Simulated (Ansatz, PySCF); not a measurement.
HF (SMILES F) and CHN (SMILES C#N) are pulled apart as rigid monomers along the line of their centres of mass, from the B3LYP-D3(BJ)/def2-TZVP minimum. Starting geometry (charge 0, multiplicity 1):
```xyz
5

F     -0.0481    -0.9930    -0.1373
H      0.0375    -0.4804     0.6439
C      0.3109     1.1418     3.1060
N      0.2045     0.5146     2.1569
H      0.4104     1.7278     3.9926
```

Interaction energies with rigid monomers; basis-set methods are counterpoise corrected unless marked otherwise.

Cores are frozen in the correlated methods. Rows in 6-31G* carry no dispersion term and start afresh at each structure (6-31G* with six Cartesian d functions).

Codes used: Ansatz (a quantum-chemistry and plane-wave program); PySCF for 6-31G* rows, the dispersion terms. Each number belongs to the level named beside it.

```csv
H2···N4 (Å),HF/6-31G* (kJ/mol),HF/6-31G* (no counterpoise) (kJ/mol),r2SCAN-D4/def2-TZVPPD (kJ/mol),B3LYP/6-31G* (no counterpoise) (kJ/mol),CCSD(T)/aug-cc-pVTZ (kJ/mol)
1.64,-11.5,-16.1,-30.3,-25.7,-26.6
1.82,-22.4,-25.8,-33.1,-32.0,[?]
2.09,-25.3,-27.4,[?],-30.4,-28.7
2.55,-19.4,-20.6,-19.5,-21.0,-19.7
3.27,-10.6,-11.2,-10.0,-10.3,-10.2
```

### Question
What belongs in the gaps?

### Answer

- 2.09, r2SCAN-D4/def2-TZVPPD (kJ/mol): -29.3
- 1.82, CCSD(T)/aug-cc-pVTZ (kJ/mol): -31.3
